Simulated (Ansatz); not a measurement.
One change: `N[SiH]1BCC1` becomes `S[SiH]1BCC1`.

Ansatz, PBE0-D4/def2-TZVP geometries, multiplicity 1. Each molecule was computed in one conformer, which needn't be the lowest.

| property | `N[SiH]1BCC1` |
| --- | --- |
| HOMO energy (ωB97M-V/def2-TZVPP) / eV | -8.94 |
| LUMO energy (PBE/def2-TZVPP) / eV | -2.71 |
| size of the dipole moment (PBE/def2-TZVPP) / D | 1.19 |
| HOMO–LUMO gap (PBE/def2-TZVPP) / eV | 2.78 |
| LUMO energy (B3LYP/def2-TZVPP) / eV | -1.94 |
| size of the dipole moment (B3LYP/def2-TZVPP) / D | 1.14 |

(1) What does the change do to each property? (An estimate is asked.)

Results:

(1) Ansatz gave: 
```json
{"property": "HOMO energy (ωB97M-V/def2-TZVPP) / eV", "`S[SiH]1BCC1`": "-9.35", "shift": "-0.41"}
{"property": "LUMO energy (PBE/def2-TZVPP) / eV", "`S[SiH]1BCC1`": "-3.05", "shift": "-0.34"}
{"property": "size of the dipole moment (PBE/def2-TZVPP) / D", "`S[SiH]1BCC1`": "1.54", "shift": "0.35"}
{"property": "HOMO–LUMO gap (PBE/def2-TZVPP) / eV", "`S[SiH]1BCC1`": "2.93", "shift": "0.15"}
{"property": "LUMO energy (B3LYP/def2-TZVPP) / eV", "`S[SiH]1BCC1`": "-2.26", "shift": "-0.32"}
{"property": "size of the dipole moment (B3LYP/def2-TZVPP) / D", "`S[SiH]1BCC1`": "1.47", "shift": "0.33"}
```

With PBE0 the HOMO falls by 0.44 eV and the LUMO falls by 0.34 eV, so the gap widens by about 0.10 eV. PBE moves the HOMO by -0.49 eV and ωB97M-V by -0.41 eV. Dipoles are sizes alone; their direction can turn.

Positive LUMOs are unbound, so they and the gaps depend on the basis.

B3LYP here is the variant with VWN-RPA as its local correlation; programs differ in this.
